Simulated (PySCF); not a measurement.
In(F)(Et)(OH) (C2H6FInO), SMILES C[CH2][In]([OH])[F]. Coordinates come from a B3LYP-D3(BJ)/def2-SVP optimisation. The structure was generated by enumeration; whether it is a known compound was not checked. The def2 effective core potentials stand for the cores of In; spin–orbit coupling is left out. Other conformers were not sampled.

Task: Give the equilibrium geometry at B3LYP-D3(BJ)/def2-SVP (PySCF confirms it by a frequency run) as bond lengths and angles. (Estimate from the structure and the level; the computed values follow.)

Result: Several could match; the one computed here: 
Atoms: In1 F2 C3 C4 H5 H6 H7 H8 H9 O10 H11. Bond lengths (Å): In1–F2 1.973, In1–C3 2.176, In1–O10 2.007, C3–C4 1.527, C3–H5 1.101, C3–H6 1.101, C4–H7 1.102, C4–H8 1.102, C4–H9 1.104, O10–H11 0.968. Angles (°): F2–In1–C3 118.9, F2–In1–O10 106.6, C3–In1–O10 134.5, In1–C3–C4 115.3, In1–C3–H5 104.7, In1–C3–H6 104.7, C4–C3–H5 112.2, C4–C3–H6 112.2, H5–C3–H6 107.0, C3–C4–H7 112.1, C3–C4–H8 112.1, C3–C4–H9 110.8, H7–C4–H8 107.4, H7–C4–H9 107.0, H8–C4–H9 107.0, In1–O10–H11 112.4.
Charge 0, spin multiplicity 1.
